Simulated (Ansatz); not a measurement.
Gas-phase electronic energies from Ansatz, PBE0-D4/def2-TZVP geometries. CCSD(T)/CBS is the MP2 limit (def2-TZVPP, def2-QZVPP) plus CCSD(T) − MP2 in def2-TZVPP, frozen cores. This one scheme is used for every species. def2 core potentials past Kr. For Ge, In outer-core shells are correlated without core-valence functions, which leaves a few kJ/mol of doubt a bond. Scalar relativity is left out up to krypton.

Consider the ligand exchange at a Ge–N bond: `C[N]([GeH3])[InH2]` + HCl → `[Cl][GeH3]` + `C[NH][InH2]`.

```tsv
species	SCS-MP2/def2-TZVPP energy (Eh)
`C[N]([GeH3])[InH2]`	-2362.48110
HCl	-460.30218
`[Cl][GeH3]`	-2537.10573
`C[NH][InH2]`	-285.69836
```

Task: Work out ΔE.

Result: ΔE = (-2537.10573) + (-285.69836) − (-2362.48110) − (-460.30218) = -0.02081 Eh = -0.57 eV. CCSD(T)/CBS gives -0.56 eV.

Largest T1 diagnostic among the species: 0.016.

In def2-TZVPP, CCSD(T) changes the Hartree–Fock value by +0.32 eV (the triples alone add +0.04 eV) and MP2 by +0.34 eV. The D4 term adds +0.11 eV with B3LYP and +0.06 eV with PBE0; it sums over pairs of atoms, weighted by their polarisabilities, and B3LYP, whose exchange is more repulsive, gets the larger term. At CCSD(T), def2-SVP lies +0.04 eV from the extrapolated value and def2-TZVPP +0.01 eV.

B3LYP here is the variant with VWN-RPA as its local correlation; programs differ in this.
